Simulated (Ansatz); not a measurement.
System: Sb₂, charge 0, singlet. Sb2 (SMILES [Sb]#[Sb]).
B3LYP-D3(BJ)/def2-TZVP minimum from Ansatz (a quantum-chemistry and plane-wave program):
```
Sb
Sb 1 2.4879
```
Charge 0, spin multiplicity 1.

Total energies in def2-TZVPP, 10 correlated electrons, 18 frozen orbitals. UHF or UKS for unpaired electrons; spin-orbit terms are left out. Correlated methods leave the cores frozen (noble-gas shells, and filled d and f shells in the p block). Past Kr the def2 sets carry scalar-relativistic core potentials. Spin-orbit terms, left out, reach several kcal/mol for Br and I, and more for heavier atoms. The restricted determinant of Sb2 ([Sb]#[Sb], singlet) is unstable towards broken spin symmetry in at least one set run.

| method | program | energy (Eh) | minus CCSDT(Q) (mEh) |
|---|---|---|---|
| HF | Ansatz | -478.54146 | 257.41 |
| MP2 | Ansatz | -478.76749 | 31.38 |
| CCSD | Ansatz | -478.77770 | 21.17 |
| CCSD(T) | Ansatz | -478.79577 | 3.10 |
| CCSDT(Q) | Ansatz | -478.79887 | 0.00 |

Rough core times of Ansatz's runs on a shared machine: CCSD(T) under 20 s, CCSDT(Q) 60 s.
